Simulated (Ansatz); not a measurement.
Input file for Ansatz (an electronic-structure program): R-B3LYP/def2-TZVPP on AlAsH4 (SMILES [AlH2][AsH2]), a point of a torsion scan.

Ansatz 0.2 input:
```yaml
crystal:
  periodic: [false, false, false]
  atoms:
    - {symbol: Al, position_ang: [-0.88266076, -0.09420077, -0.15912887]}
    - {symbol: As, position_ang: [1.45060465, -0.27885818, -0.68944835]}
    - {symbol: H, position_ang: [-2.06383935, -1.07743738, -0.41011980]}
    - {symbol: H, position_ang: [-1.41603068, 1.14682511, 0.62527242]}
    - {symbol: H, position_ang: [1.40786471, 1.08610830, -0.02348191]}
    - {symbol: H, position_ang: [1.49626812, -0.89762399, 0.70010634]}
basis:
  gaussian:
    orbitals: def2-TZVPP
hamiltonian:
  xc: {name: B3LYP}
scf: {lower_state_search: off}
```

It printed:

```
WARN ansatz: RAYON_NUM_THREADS=1 ignored (pool sized by the plan → 1); use --threads N
Functional definition: B3LYP
these checks for a lower state are left out or cut short: stability, starts, cluster_reference, orbital_swaps, neighbouring_geometries, increment
integrals: 0.06 GiB planned
945 factors; their error is unknown
mean field: 0.55 GiB planned
mean field evaluation 1: about -67504.1170 eV, gradient 1.8e1 eV
mean field evaluation 2: about -67504.7993 eV, gradient 8.9e0 eV
mean field evaluation 4: about -67504.9952 eV, gradient 4.7e-1 eV
mean field evaluation 8: about -67505.1987 eV, gradient 3.4e-1 eV
mean field evaluation 16: about -67505.1988 eV, gradient 1.1e-5 eV
mean field -67505.19878715 eV, -2480.7702987605 hartree, gradient 6.5e-7 eV, S^2 0.000000; 0 other end points of the search recorded, 0 dependent functions left out
reference -67505.19904626 eV, -2480.7703082827 hartree; 25, 25 occupied and 121, 121 virtual orbitals, 945 factors
Total energy: -67505.19904626 eV, -2480.7703082827 hartree
Checks for a lower state left out: stability, starts, cluster_reference, orbital_swaps, neighbouring_geometries, increment
```

The run converged.

Cost: roughly 2.6 core-seconds.
